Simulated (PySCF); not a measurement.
29Si chemical shifts

PySCF calculation with coordinates at the GFN2-xTB level and shielding tensors at PBE0/pcSseg-1 (GIAO); in vacuum, non-relativistic, one conformer, fast rotation and ring inversion assumed for equivalent nuclei.

Shieldings were converted by a linear fit to measured shifts: 29Si (scatter 8.9 ppm rms, 25.8 ppm with the 6 outliers that the fit left out vs TMS, solution or neat liquid). A few per cent of atoms miss by over 2 rms, more outside the fitted compound classes.

Give the 29Si shifts of `NCC(CN)N[SiH2]S`, `F[C@@H]1[SiH2]C=C1CC[SiH3]`, `[SiH3]NCCC([SiH3])[SiH3]`, `C[C@@H](C[SiH](F)F)C(Cl)Cl`, `[SiH3]C[Si@@H]1CCCN1`, `CC[C@@H]([SiH3])C#C[SiH2]F`, `CO[Si@@H](CC#N)[SiH2]N`.

Results:


| compound | environment | δ (ppm) |
| --- | --- | --- |
| NCC(CN)N[SiH2]S | silicon bonded to N, S, 2 H | -34.8 |
| [F:1][C@@H:2]1[SiH2:3][CH:4]=[C:5]1[CH2:6][CH2:7][SiH3:8] | Si3: silicon bonded to 2 C, 2 H, in a 4-membered ring | -41.7 |
| [F:1][C@@H:2]1[SiH2:3][CH:4]=[C:5]1[CH2:6][CH2:7][SiH3:8] | Si8: silicon bonded to C, 3 H | -67.5 |
| [SiH3:1][NH:2][CH2:3][CH2:4][CH:5]([SiH3:6])[SiH3:7] | Si1: silicon bonded to N, 3 H | -54.0 |
| [SiH3:1][NH:2][CH2:3][CH2:4][CH:5]([SiH3:6])[SiH3:7] | Si6/7: silicon bonded to C, 3 H (×2) | -61.4 |
| C[C@@H](C[SiH](F)F)C(Cl)Cl | silicon bonded to C, 2 F, H | -9.4 |
| [SiH3:1][CH2:2][Si@@H:3]1[CH2:4][CH2:5][CH2:6][NH:7]1 | Si3: silicon bonded to 2 C, N, H, in a 5-membered ring | -12.9 |
| [SiH3:1][CH2:2][Si@@H:3]1[CH2:4][CH2:5][CH2:6][NH:7]1 | Si1: silicon bonded to C, 3 H | -71.7 |
| [CH3:1][CH2:2][C@@H:3]([SiH3:4])[C:5]#[C:6][SiH2:7][F:8] | Si7: silicon bonded to C, F, 2 H | -32.5 |
| [CH3:1][CH2:2][C@@H:3]([SiH3:4])[C:5]#[C:6][SiH2:7][F:8] | Si4: silicon bonded to C, 3 H | -56.3 |
| [CH3:1][O:2][Si@@H:3]([CH2:4][C:5]#[N:6])[SiH2:7][NH2:8] | Si3: silicon bonded to C, O, Si, H | -22.2 |
| [CH3:1][O:2][Si@@H:3]([CH2:4][C:5]#[N:6])[SiH2:7][NH2:8] | Si7: silicon bonded to N, Si, 2 H | -54.3 |
